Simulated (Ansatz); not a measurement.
Basis sets compared for the cluster ScF3 (the lowest singlet isomer of a short search). Total charge 0; singlet. Geometry PBE0-D4/def2-TZVP. Ansatz on 4 threads of Arm Neoverse V1 on a shared host; times are rough, and most runs start from earlier orbitals.

```xyz
4

Sc    0.0003    0.0021    0.0020
F    -0.8800    1.1612   -1.1197
F    -0.9486   -1.0038    1.2121
F     1.8282   -0.1595   -0.0944
```

The structure comes from a short search, and lower isomers may exist.

Binding counts from free atoms (Sc doublet, F doublet) in the same basis, without a counterpoise term.

```
                         level  functions  energy (Eh)  HOMO (eV)  LUMO (eV)  binding per atom (eV)  wall time
               PBE-D4/def2-SVP         73   -1059.6633      -8.64      -3.18                   5.21      0.6 s
PBE-D4/def2-TZVP (with forces)        138   -1060.1389      -9.18      -3.51                      –      1.2 s
           r2SCAN-D4/def2-TZVP        138   -1060.4830      -9.65      -3.17                      –      2.2 s
              PBE0-D4/def2-SVP         73   -1059.6840     -10.81      -2.43                   4.87      0.8 s
             PBE0-D4/def2-TZVP        138   -1060.1568     -11.20      -2.63                   4.83      1.3 s
```

Problem. Estimate the rows for PBE-D4/def2-TZVPD, r2SCAN-D4/def2-TZVPD, PBE0-D4/def2-TZVPD.

Solution. 
```
               level  functions  energy (Eh)  HOMO (eV)  LUMO (eV)  binding per atom (eV)  wall time
   PBE-D4/def2-TZVPD        168   -1060.1428      -9.23      -3.53                      –      1.4 s
r2SCAN-D4/def2-TZVPD        168   -1060.4865      -9.67      -3.15                      –      2.8 s
  PBE0-D4/def2-TZVPD        168   -1060.1605     -11.23      -2.62                   4.84      1.9 s
```
